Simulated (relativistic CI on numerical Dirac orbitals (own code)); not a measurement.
# Hyperfine structure of La XLIX, mass number 138

Method of calculation: Dirac-Coulomb-Breit CI, orbitals from a KLI potential per configuration, model QED, unscaled Slater integrals (own radial code, finite nucleus).

Configurations in the expansion (outside the closed core 1s2): 2s²2p⁵, 2s2p⁶, 2p⁶3s, 2p⁶3p, 2p⁶3d, 2s²2p⁴3s, 2s²2p⁴3p, 2s²2p⁴3d, 2s2p⁵3s, 2s2p⁵3p, 2s2p⁵3d, 2s²2p⁴4s, 2s²2p⁴4p, 2s²2p⁴4d, 2s²2p⁴4f, 2s2p⁵4s. Levels of other configurations are missing.

Nuclear spin I = 5, μ = 3.7084 μN, Q = 0.39 b (tables of Stone and Pyykkö). The electronic factors are computed for point nuclear moments, without core polarisation or the Bohr-Weisskopf and QED corrections.

```csv
Level,E (10³ cm⁻¹),A (GHz),B (GHz)
2s²2p⁵ ²P°3/2,0.0,260.1,-259
2s²2p⁵ ²P°1/2,3440.6,1768,
2s2p⁶ ²S1/2,6094.2,5608,
2s²2p⁴3s ⁴P5/2,39207.6,513,32.2
2s²2p⁴3s ²P3/2,39272.5,2.166,12.4
2s²2p⁴3s ²S1/2,39563.6,1533,
2s²2p⁴3p ²P°1/2,40288.0,488.6,
2s²2p⁴3p ⁴D°7/2,40899.4,177.4,102
```

Levels with J = 0, under 50 % of one LS term, or S terms without an open s electron are left out. Small factors come from cancelling terms and can be off by tens of per cent or more.

At this charge energies of transitions that change n are usually good to better than 1 %, and those within a shell (Δn = 0) to a few per cent.

Q: Give the hyperfine levels of 2s²2p⁵ ²P°1/2 relative to its centre of gravity.

A: With K = F(F + 1) − I(I + 1) − J(J + 1), E = AK/2: F = 9/2: -5304, F = 11/2: 4420 GHz.

LS names give the leading component of a level, which can be under half, so a name can repeat, a term be missing and a line seem to break the LS rules.
